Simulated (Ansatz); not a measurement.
`CC[Si](F)(F)F` + `CCC#N` → `CCC(C)C#N` + `F[SiH](F)F`  (formal exchange of groups at a C–Si bond)

Computed with Ansatz on PBE0-D4/def2-TZVP structures; ΔE is electronic, products minus reactants. CCSD(T)/CBS adds triple-zeta CCSD(T) − MP2 to the extrapolated MP2 energy (def2 sets, frozen cores). DFT in def2-TZVPP. HSE06 is defined as in plane-wave codes. One conformer a species, not always the lowest.

```json
{"level": "PBE-D4", "ΔE (kJ/mol)": "46.6"}
{"level": "PBE0-D4", "ΔE (kJ/mol)": "46.2"}
{"level": "HSE06-D4", "ΔE (kJ/mol)": "46.3"}
{"level": "CAM-B3LYP-D4", "ΔE (kJ/mol)": "44.2"}
{"level": "r2SCAN", "ΔE (kJ/mol)": "47.6"}
{"level": "BHLYP", "ΔE (kJ/mol)": "45.9"}
{"level": "RPA@PBE/def2-TZVPP", "ΔE (kJ/mol)": "33.3"}
{"level": "CCSD/def2-SVP", "ΔE (kJ/mol)": "32.7"}
```

(1) What does CCSD(T)/CBS give? (An estimate is asked.)

Largest T1 diagnostic among the species: 0.012.

## Answers

(1) The calculation gave: +37.9 kJ/mol. The listed levels differ from it by 8.7, 8.3, 8.4, 6.3, 9.7, 8.0, -4.6, -5.2 kJ/mol.

Leaving LDA and LC-ωPBE aside and taking each functional with its dispersion term where it has one, the values, not all of them listed here, spread over 5.7 kJ/mol, from PBE-QIDH to B97M-V. LDA lies −6.5 kJ/mol from PBE without D4. At CCSD(T), def2-SVP lies −7.6 kJ/mol from the extrapolated value and def2-TZVPP −0.8 kJ/mol.
